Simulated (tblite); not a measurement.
Compound: C2H11NOSi3.
Structure used (GFN2-xTB), in Å, numbered top down from 1:
```xyz
18
C2H11NOSi3 angstrom
N     -0.8605   -1.7374   -0.3186
Si    -1.4425   -0.1598   -0.6507
C     -3.0988   -0.1033    0.3108
O     -3.6545   -1.0875    0.7314
C     -0.2517    1.1464    0.0350
Si     1.4030    1.3092   -0.8954
Si     2.8723   -0.4158   -0.4585
H     -1.5379   -2.4509   -0.0986
H     -0.0707   -2.1261   -0.8059
H     -1.7833    0.1545   -2.0509
H     -3.5730    0.8893    0.4757
H     -0.7527    2.1144    0.0095
H     -0.0481    0.9403    1.0865
H      1.9749    2.6149   -0.5164
H      1.0786    1.4330   -2.3262
H      3.6676   -0.1905    0.7521
H      2.2283   -1.7221   -0.2762
H      3.8402   -0.6021   -1.5450
```

All values are computed: GFN2-xTB (tblite) harmonic vibrations without scaling, gas phase. Errors from tens to a few hundred cm⁻¹ against measured bands are possible. Modes of hydrogen on silicon can be 10 to 20 % off. One conformer, not necessarily the lowest. The optimisation stopped once no atom felt more than 0.01 eV/Å.

Lowest wavenumbers of the output (negative numbers stand for imaginary wavenumbers):
```
mode    cm-1
  1     -65.5
  2       4.5
  3      58.4
  4      67.9
  5     107.1
  6     121.5
  7     139.5
  8     193.4
```

**Question.** Is this structure a minimum?

**Answer.** No. 1 mode is imaginary beyond 20i (66i cm⁻¹), so at this level the point lies at or near a first-order saddle.

**Question.** Which atoms move in the imaginary mode?

**Answer.** 66i: H17 (Si–H hydrogen) 34 %, H16 (Si–H hydrogen) 31 %, H18 (Si–H hydrogen) 31 %. These are shares of the mass-weighted motion.

**Question.** What is the remedy?

**Answer.** Step along that mode in both directions, optimise again with tighter thresholds and repeat the frequencies. The zero-point energy of this point (74.1 kcal/mol) counts the 47 real modes alone, and thermal corrections from it aren't those of a minimum.

On one thread, Intel Xeon at 2.50 GHz (x86_64), on a shared host, this took 2.6 s wall. This covers the Hessian and the dipole derivatives.
